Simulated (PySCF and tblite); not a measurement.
Results of a calculation; reference values are marked as such.
System: 4-hydroxypyridine, C5H5NO, numbered as in [OH:1][c:2]1[cH:3][cH:4][n:5][cH:6][cH:7]1.

For the rotation about the C2–O1 bond (torsion C3–C2–O1–H from -180° to 0°, rising): electronic barrier 5.90 kcal/mol, zero-point change -0.80 kcal/mol, thermal and entropy terms at 200 K a further 0.00 kcal/mol (symmetry numbers apart). The minimum is Cs, the saddle Cs. Level: PBE0/pcSseg-1 + D3(BJ), IEF-PCM acetonitrile on GFN2-xTB stationary points, with GFN2-xTB thermal terms. Rates follow Eyring's equation with the number of equivalent paths and no tunnelling. Programs: tblite and PySCF.

Problem. How many equivalent paths lead out of the minimum?

Solution. 2: the symmetry number of the minimum is 1, that of the saddle displaced along its mode 1, and the displaced saddle is chiral while the minimum is not, which doubles the count.

Problem. Work out the rate at 200 K.

Solution. ΔG‡ = 5.10 kcal/mol; k_B T/h = 4.2×10¹² s⁻¹; exp(−ΔG‡/RT) = 2.7×10⁻⁶; times 2 gives k = 2.2×10⁷ s⁻¹.
